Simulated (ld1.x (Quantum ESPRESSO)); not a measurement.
## What one change does to a pseudopotential (thallium (Tl), TM semilocal)

ld1.x (Quantum ESPRESSO) 7.5 input, shortened:

```
&input
   title='Tl', zed=81., rel=1, dft='PBE', iswitch=3,
   config='[Xe] 4f14 5d10 6s2 6p1'
 /
 &inputp
   pseudotype=1, tm=.true., lloc=1,
   nlcc=.false.
 /
2
6S  1  0   2.00   0.00  2.10  2.10  0.0
6P  2  1   1.00   0.00  2.50  2.50  0.0
 &test
   configts(1)='6s2 6p1'
 /
```

Change: wave 6s (bound): rc 2.10 bohr becomes 6s (bound): rc 2.60 bohr.

Cutoffs: the cutoffs (Ry, on a coarse ladder) from which the occupation-weighted sum of valence levels, in a spherical-Bessel basis at the reference potential, stays within 10 and 1 mRy of its value at 400 Ry; they do not see the model core or the augmentation charge, which bear on the density cutoff. Errors are all-electron minus pseudo energies relative to the spin-unpolarised reference configuration.

**Question.** What does the change do?

**Answer.** The potential gets softer (18 Ry and 30 Ry → 15 Ry and 21 Ry); of the 7 tests that both files solve, the error grows in 1 and shrinks in 1 by more than 15 % and 0.3 meV (median size 34.7 → 28.0 meV); neither file shows a bound ghost. A larger radius leaves more room for a smooth pseudo-wave, so fewer plane waves are needed. A semilocal file is local in each channel, so a ghost entry of none says nothing of the separable form that plane-wave codes build from it.

| quantity | base | changed |
| --- | --- | --- |
| cutoff, loose | 18 Ry | 15 Ry |
| cutoff, tight | 30 Ry | 21 Ry |
| loose cutoff by channel (10 mRy a level) | s 10 Ry, p 6 Ry | s 8 Ry, p 6 Ry |
| bound ghosts | none | none |
| error for 6s2 6p0, meV [ΔE 5.17 eV] | +48 | +48 |
| error for 6s1 6p0, meV [ΔE 25.95 eV] | +106 | +102 |
| error for 6s2 6p0.5, meV [ΔE 1.85 eV] | +8.7 | +8.9 |
| error for 6s2 6p1.3, meV [ΔE -0.49 eV] | +2.1 | +2.1 |
| error for 6s0 6p3, meV [ΔE 15.21 eV] | +190 | +167 |
| error for 6s1 6p2, meV [ΔE 7.40 eV] | +35 | +28 |
| error for 6s1 6p1, meV [ΔE 13.44 eV] | -7.9 | -15 |
